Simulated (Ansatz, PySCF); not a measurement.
Molecule: sum formula SiN$_{2}$H$_{3}$F$_{2}$, net charge 0, doublet state. It need not be the lowest isomer of its formula. SMILES: [NH][Si](N)(F)F
Geometry from a B3LYP-D3(BJ)/def2-TZVP (Ansatz, a quantum-chemistry and plane-wave program) optimisation:
```
Si
F 1 1.5917
F 1 1.5945 2 104.92
N 1 1.6829 2 115.06 3 -117.20
H 4 1.0057 1 123.36 2 96.34
H 4 1.0057 5 113.61 1 174.68
N 1 1.7232 2 105.68 3 124.29
H 7 1.0195 1 118.35 2 -107.61
```
Charge 0, spin multiplicity 2.

Wanted: atomisation energy (electronic, to ground-state atoms), in kcal/mol. Valence correlation only, unless marked. Open shells are spin-unrestricted. Spin-orbit coupling is left out. Non-relativistic. The coupled-cluster limit lacks core correlation, which all-electron functionals hold. CBS(X,Y): correlation extrapolated as X^-3; Hartree-Fock from the larger set. [CCSD(T)-MP2]/basis is that difference in the basis named.

```json
[
 {"level": "HF-D3(BJ)/def2-TZVPD", "program": "PySCF + dftd3", "atomisation energy (kcal/mol)": "529.9"}
]
```

Q: What does RI-MP2/CBS(cc-pV(T+d)Z,cc-pV(Q+d)Z)+[CCSD(T)-MP2]/cc-pV(T+d)Z (Ansatz) give?

A: 729.1 kcal/mol, so HF-D3(BJ)/def2-TZVPD differs from it by -199.2 kcal/mol.
